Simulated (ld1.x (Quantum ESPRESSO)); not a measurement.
# Before and after: PAW potential for copper (Cu)

* Element: Cu
* Generator: ld1.x (Quantum ESPRESSO) 7.5
* Type: PAW
* Functional: LDA (PZ)
* Relativity: scalar-relativistic
* Frozen core: [Ar]
* Valence charge: 11
* Reference configuration: 3d10 4s1 4p0
* Partial waves: 4s (bound): rcut 2.25, rcutus 2.50 bohr; 4s channel at 2.05 Ry: rcut 2.25, rcutus 2.50 bohr; 4p (bound, empty): rcut 2.00, rcutus 2.45 bohr; 4p channel at 1.15 Ry: rcut 2.00, rcutus 2.45 bohr; 3d (bound): rcut 1.60, rcutus 1.70 bohr; 3d channel at 1.7 Ry: rcut 1.60, rcutus 1.70 bohr
* Local potential: all-electron potential smoothed inside 1.50 bohr (lloc = -1)
* Core correction: Bessel-smoothed model core inside 1.55 bohr
* Augmentation charge: BESSEL, radius 1.40 bohr

Change: waves 3d (bound): rcut 1.60, rcutus 1.82 bohr; 3d channel at 1.7 Ry: rcut 1.60, rcutus 1.82 bohr.

Cutoffs: the cutoffs (Ry, on a coarse ladder) from which the occupation-weighted sum of valence levels, in a spherical-Bessel basis at the reference potential, stays within 10 and 1 mRy of its value at 400 Ry; they do not see the model core or the augmentation charge, which bear on the density cutoff. Errors are all-electron minus pseudo energies relative to the spin-unpolarised reference configuration.

Question: How do hardness, ghosts and transferability respond?

Answer: The potential gets softer (40 Ry and 60 Ry → 35 Ry and 50 Ry); the number of tests that count goes from 8 to 9; of the 8 tests that both files solve, the error grows in 5 and shrinks in 0 by more than 15 % and 0.3 meV (median size 21.9 → 31.9 meV); neither file shows a bound ghost at the reference potential, the only one tested. A larger radius leaves more room for a smooth pseudo-wave, so fewer plane waves are needed. More of the atom is replaced by a form fitted at one configuration, so other configurations suffer.

| quantity | base | changed |
| --- | --- | --- |
| cutoff, loose | 40 Ry | 35 Ry |
| cutoff, tight | 60 Ry | 50 Ry |
| loose cutoff by channel (10 mRy a level) | s 6 Ry, d 30 Ry | s 6 Ry, d 25 Ry |
| bound ghosts | none | none |
| tests counted (converged, no solver errors) | 8 of 9 | 9 of 9 |
| error for 3d10 4s0 4p0, meV [ΔE 8.43 eV] | -4.3 | -11 |
| error for 3d9 4s0 4p0, meV [ΔE 30.12 eV] | -53 | -53 |
| error for 3d8 4s0 4p0, meV [ΔE 69.49 eV] | -490 | -563 |
| error for 3d9 4s1 4p1, meV [ΔE 6.93 eV] | -40 | -57 |
| error for 3d10 4s0 4p1, meV [ΔE 4.26 eV] | -1.2 | -3.6 |
| error for 3d10 4s0.5 4p0, meV [ΔE 3.30 eV] | -0.9 | -2.4 |
| error for 3d9 4s1 4p0, meV [ΔE 11.90 eV] | -39 | -52 |
| error for 3d10 4s1 4p0 (spin-polarised), meV [ΔE -0.18 eV] | -0.1 | -0.1 |
| s: phases at 2.69 bohr within 0.05 rad from the reference energy up to (Ry; the scan ends near 5) | 2.8 | 2.8 |
| p: phases at 2.69 bohr within 0.05 rad from the reference energy up to (Ry; the scan ends near 5) | 4.2 | 4.2 |
| d: phases at 2.69 bohr within 0.05 rad from the reference energy up to (Ry; the scan ends near 5) | to the end of the scan | to the end of the scan |
| lowest overlap eigenvalue by channel | s 0.41, p 0.58, d 0.16 | s 0.41, p 0.58, d 0.91 |

Base: Tests not counted: 3d9 4s0 4p0 (spin-polarised) (solver errors, printed error -1084 eV).
